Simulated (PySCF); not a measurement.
SMILES [Cl][Ca][Cl], singlet (PBE0/def2-SVP optimised geometry):

```
3

Ca    -0.058    -0.373     0.000
Cl     2.386    -0.373     0.000
Cl    -2.386     0.373     0.000
```

Level of theory: PBE0/def2-TZVP in PySCF 2.14.0.

Task: What are the frontier orbital energies and the dipole moment?

Result: HOMO-2 -8.38 eV, HOMO-1 -8.32 eV, HOMO -8.32 eV, LUMO -2.16 eV, LUMO+1 -0.62 eV; dipole moment 2.30 D.

Meta-Löwdin charges at PBE0/def2-TZVP: Ca1 1.62, Cl2 -0.81, Cl3 -0.81.
